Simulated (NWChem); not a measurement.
System: C2H8OSi; SMILES CCO[SiH3]

The following NWChem deck was run.

```
start job
memory heap 200 mb stack 900 mb global 1100 mb
geometry units angstroms noautosym nocenter noautoz
  Si     0.037991     1.644387    -0.001598
  O      0.439605     0.029980     0.001231
  C     -0.500514    -1.018353     0.000751
  C      0.222888    -2.344575     0.001276
  H     -0.765272     1.997216    -1.215717
  H     -0.768247     2.000932     1.209453
  H      1.318739     2.400843    -0.001115
  H     -1.158913    -0.945643     0.889103
  H     -1.157976    -0.945839    -0.888315
  H      0.861439    -2.433806     0.892662
  H     -0.494077    -3.179515    -0.000686
  H      0.864703    -2.432467    -0.887892
end
basis spherical
  * library def2-svp
end
dft
  xc pbe0
  iterations 150
end
cosmo
  do_cosmo_smd true
  solvent water
end
task dft energy
```

The geometry was optimised at PBE0/def2-SVP. Solvent: water.

Level: PBE0/def2-SVP with SMD (1 M gas to 1 M solution), gas-phase geometry. Reactions with the solvent are ignored.

**Question.** Give the results of this calculation. (PBE0/def2-SVP, SMD on the gas-phase geometry.) Quantities: solvation free energy (kcal/mol); cavity-dispersion-structure term (kcal/mol); dipole in solution (D).

**Answer.** The solvation free energy (kcal/mol) is 0.5 and the cavity-dispersion-structure term (kcal/mol) is 3.3. The dipole in solution (D) is 1.50.
